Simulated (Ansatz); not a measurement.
C4H10BCl, SMILES `CCB(Cl)CC`, charge 0, multiplicity 1.

(1) Give a relaxed structure at PBE0-D4/def2-TZVP (Ansatz 0.2.0). (Estimate.)

## Answers

(1) The calculation gave: 
Cartesian coordinates in Å:
```
C 2.597 0.454 -0.415
C 1.110 0.651 -0.669
B 0.081 -0.094 0.242
Cl 0.611 -0.713 1.812
C -1.403 -0.308 -0.199
C -2.447 -0.630 0.859
H 2.886 -0.590 -0.554
H 2.863 0.727 0.607
H 3.202 1.059 -1.094
H 0.858 0.440 -1.716
H 0.849 1.717 -0.550
H -1.709 0.555 -0.805
H -1.347 -1.131 -0.932
H -2.179 -1.527 1.419
H -2.541 0.183 1.582
H -3.431 -0.794 0.414
```
Point group C2.
This is one stationary point; other conformers may exist.
